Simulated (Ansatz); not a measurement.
Ansatz (a program for electronic structure) input (B3LYP-D3(BJ)/def2-TZVP):

Ansatz 0.2 input:
```yaml
crystal:
  periodic: [false, false, false]
  atoms:
    - {symbol: Ca, position_ang: [-0.40944060, 0.54249696, -0.28492166]}
    - {symbol: Cl, position_ang: [1.85219330, 0.08664783, -1.37536649]}
    - {symbol: Cl, position_ang: [-1.37049847, -0.72487955, 1.71056845]}
basis:
  gaussian:
    orbitals: def2-TZVP
hamiltonian:
  xc: b3lyp
  dispersion: d3bj
total_charge: -1
magnetization: {spin_polarized: true, initial_magnetization: 1}
phonons: {temperatures: {t_min: 298.15, t_max: 298.15, t_step: 100}}
```

Output:

```
Functional definition: B3LYP
integrals: 0.05 GiB planned
883 factors; integrals over basis functions are off by at most 1.8e-4 eV
mean field: 0.68 GiB planned
mean field evaluation 1: about -43491.3366 eV, gradient 4.5e0 eV
mean field evaluation 2: about -43491.4331 eV, gradient 2.9e0 eV
mean field evaluation 4: about -43491.4621 eV, gradient 2.7e-1 eV
mean field evaluation 8: about -43491.4687 eV, gradient 6.5e-3 eV
mean field evaluation 16: about -43491.4687 eV, gradient 3.2e-5 eV
mean field -43491.46874476 eV, -1598.2819967935 hartree, gradient 3.2e-5 eV, S^2 0.750153; 0 other end points of the search recorded, 0 dependent functions left out
the calculation of the forces begins
reference -43491.46897893 eV, -1598.2820053991 hartree; 28, 27 occupied and 82, 83 virtual orbitals, 883 factors
these checks for a lower state are left out or cut short: stability, starts, cluster_reference, orbital_swaps, neighbouring_geometries, increment
integrals: 0.05 GiB planned
883 factors; integrals over basis functions are off by at most 1.8e-4 eV
mean field: 0.68 GiB planned
mean field -43491.46872701 eV, -1598.2819961412 hartree, gradient 1.0e-6 eV, S^2 0.750153; 0 other end points of the search recorded, 0 dependent functions left out
the calculation of the forces begins
reference -43491.46896117 eV, -1598.2820047466 hartree; 28, 27 occupied and 82, 83 virtual orbitals, 883 factors
these checks for a lower state are left out or cut short: stability, starts, cluster_reference, orbital_swaps, neighbouring_geometries, increment
integrals: 0.05 GiB planned
883 factors; integrals over basis functions are off by at most 1.8e-4 eV
mean field: 0.68 GiB planned
mean field -43491.46873661 eV, -1598.2819964940 hartree, gradient 1.1e-6 eV, S^2 0.750153; 0 other end points of the search recorded, 0 dependent functions left out
the calculation of the forces begins
reference -43491.46897078 eV, -1598.2820050997 hartree; 28, 27 occupied and 82, 83 virtual orbitals, 883 factors
these checks for a lower state are left out or cut short: stability, starts, cluster_reference, orbital_swaps, neighbouring_geometries, increment
integrals: 0.05 GiB planned
883 factors; integrals over basis functions are off by at most 1.8e-4 eV
mean field: 0.68 GiB planned
mean field evaluation 32: about -43491.4688 eV, gradient 1.9e-2 eV
mean field -43491.46876660 eV, -1598.2819975963 hartree, gradient 1.6e-6 eV, S^2 0.750153; 0 other end points of the search recorded, 0 dependent functions left out
the calculation of the forces begins
reference -43491.46900079 eV, -1598.2820062025 hartree; 28, 27 occupied and 82, 83 virtual orbitals, 883 factors
these checks for a lower state are left out or cut short: stability, starts, cluster_reference, orbital_swaps, neighbouring_geometries, increment
integrals: 0.05 GiB planned
883 factors; integrals over basis functions are off by at most 1.8e-4 eV
mean field: 0.68 GiB planned
mean field -43491.46872075 eV, -1598.2819959113 hartree, gradient 1.6e-6 eV, S^2 0.750153; 0 other end points of the search recorded, 0 dependent functions left out
the calculation of the forces begins
reference -43491.46895490 eV, -1598.2820045163 hartree; 28, 27 occupied and 82, 83 virtual orbitals, 883 factors
these checks for a lower state are left out or cut short: stability, starts, cluster_reference, orbital_swaps, neighbouring_geometries, increment
integrals: 0.05 GiB planned
883 factors; integrals over basis functions are off by at most 1.8e-4 eV
mean field: 0.68 GiB planned
mean field -43491.46876091 eV, -1598.2819973872 hartree, gradient 1.9e-6 eV, S^2 0.750153; 0 other end points of the search recorded, 0 dependent functions left out
the calculation of the forces begins
reference -43491.46899510 eV, -1598.2820059936 hartree; 28, 27 occupied and 82, 83 virtual orbitals, 883 factors
these checks for a lower state are left out or cut short: stability, starts, cluster_reference, orbital_swaps, neighbouring_geometries, increment
integrals: 0.05 GiB planned
883 factors; integrals over basis functions are off by at most 1.8e-4 eV
mean field: 0.68 GiB planned
mean field -43491.46870992 eV, -1598.2819955132 hartree, gradient 1.7e-6 eV, S^2 0.750153; 0 other end points of the search recorded, 0 dependent functions left out
the calculation of the forces begins
reference -43491.46894407 eV, -1598.2820041181 hartree; 28, 27 occupied and 82, 83 virtual orbitals, 883 factors
Total energy: -43491.60154468 eV, -1598.2868771008 hartree
Atom 0 at    -0.409441     0.542497    -0.284922 Å, force     0.000096    -0.000127     0.000067 eV/Å
Atom 1 at     1.852193     0.086648    -1.375366 Å, force     0.000014     0.000079    -0.000093 eV/Å
Atom 2 at    -1.370498    -0.724880     1.710568 Å, force    -0.000110     0.000048     0.000026 eV/Å
Dipole moment:     0.113231    -0.150028     0.078795 e Å
Vibrations: 66.66 266.70 325.61 cm⁻¹, zero-point energy 0.040851 eV
```
